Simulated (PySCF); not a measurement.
# Polarisability and C₆ of Fe⁺ (iron, charge +1)

[Ar] 3d6 4s1, high-spin 6D determinant. Computed with PySCF 2.14 in aug-cc-pVTZ-DK, with scalar relativity by spin-free X2C-1e. Coupled (time-dependent) response in atomic units; α is the mean over directions.

| method | mean α (bohr³) | α xx, yy, zz | C₆ (like pair) | S(−4) |
| --- | --- | --- | --- | --- |
| TPSS | 26.08 | 25.69, 25.69, 26.86 | 132.8 | 533.4 |

S(−4) is the Cauchy moment in α(ω) = α(0) + S(−4) ω² + …

α(iu) at TPSS:

```
u (hartree)  α(iu) (bohr³)
          0          26.08
     0.0500          24.82
      0.100          21.78
      0.200          15.14
      0.300          10.63
      0.500          6.213
      0.750          3.990
       1.00          2.915
       1.50          1.849
       2.00          1.314
       3.00         0.7817
       5.00         0.3758
```

A single London oscillator, α(iu) = α/(1 + u²/ω²), gives C₆ = (3/4) ω α². Matching the computed C₆ needs ω = 4 × 132.8 / (3 × 26.08²) = 0.260 hartree.

For an ion, C₆ is the dispersion term alone; charge-induced terms of lower order in 1/R come first.

The components differ because the open shell of this determinant is not spherical; for a pure term their mean is the scalar polarisability.
